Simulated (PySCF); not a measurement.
An unknown shows these calculated signals:

1H NMR (400 MHz, computed): δ 7.64 (m, 1H), 7.61 (m, 1H), 6.62 (m, 1H), 2.58 (m, 3H).

13C{1H} NMR (computed): δ 240.9 (C), 152.4 (CH), 148.4 (CH), 126.6 (C), 122.2 (CH), 26.5 (CH3).

Level of theory: geometry: GFN2-xTB, PBE0/pcSseg-1 with gauge-including orbitals, in PySCF (one computed conformer, averaged over atoms made equivalent by symmetry, fast rotation or ring inversion, non-relativistic, in vacuum).

Shifts are taken against calculated references (same method and geometry level): TMS for 1H (31.72 ppm) and 13C (186.93 ppm).

Problem. Which of these does the molecule contain: an S-methyl group, a heteroaromatic ring, a Si–CH3 group, a methoxy group?

Solution. 
- An S-methyl group: no.
- A heteroaromatic ring: yes.
- A Si–CH3 group: no.
- A methoxy group: no.

The data belong to SMILES C/C(F)=P\c1ccoc1, C6H6FOP; they needn't prove each group on their own.

Carbon signals by region: 1 in the far downfield region (above 160 ppm), 4 in the sp2 and nitrile region (100–160 ppm), 1 below 50 ppm. Above 160 ppm: 240.9, carbon double-bonded to a heavier main-group atom.

Splittings by 19F and 31P in the carbon and heteronuclear signals aren't shown, as no couplings were computed. Shifts are as computed. Against solution values, carbons near 30 ppm lie about +3 ppm off and those near 130 ppm about +5 ppm. Of 1211 compounds with measured shifts, 218 miss one by over three times the rms of a fit or turn the order of signals round; such compounds aren't used in these exercises. No couplings were computed; multiplicities are counted from neighbouring protons, with m where these are inequivalent, close in shift, in a saturated or five-membered ring or joined by F or P, and br s for small geminal =CH2 splittings.
